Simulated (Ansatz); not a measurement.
Gas-phase electronic energies from Ansatz, PBE0-D4/def2-TZVP geometries. CCSD(T)/CBS adds triple-zeta CCSD(T) − MP2 to the extrapolated MP2 energy (def2 sets, frozen cores). This one scheme is used for every species. DFT in def2-TZVPP. B3LYP here is the variant with VWN-RPA as its local correlation; programs differ in this. Each species was taken in one conformer, which may not be the lowest.

Consider the formal exchange of groups at a B–N bond: `BN(C)C=C` + `BOC` → `BOB` + `C=CN(C)C`.

Question: Is it downhill or uphill in electronic energy at CCSD(T)/CBS, and by how much? (An estimate is asked.)

Answer: The calculation gave: Uphill: ΔE = +18.6 kJ/mol.

Question: What do these levels give: B3LYP-D4, CAM-B3LYP, RPA@PBE/def2-TZVPP, CCSD/def2-TZVPP, HF/CBS(def2), CCSD/CBS(def2)? (Best estimate.)

Answer: The calculation gave: B3LYP-D4 19.6, CAM-B3LYP 18.6, RPA@PBE/def2-TZVPP 20.8, CCSD/def2-TZVPP 17.7, HF/CBS(def2) 2.5, CCSD/CBS(def2) 15.9 kJ/mol.

Largest T1 diagnostic among the species: 0.014.

From r2SCAN to r2SCAN0 (25 % exact exchange), in def2-TZVPP and without D4, ΔE moves by −4.1 kJ/mol. Leaving LDA and LC-ωPBE aside and taking each functional with its dispersion term where it has one, the values, not all of them listed here, spread over 13.1 kJ/mol, from BHLYP-D4 to PBE-D4. LDA lies +3.1 kJ/mol from PBE without D4.
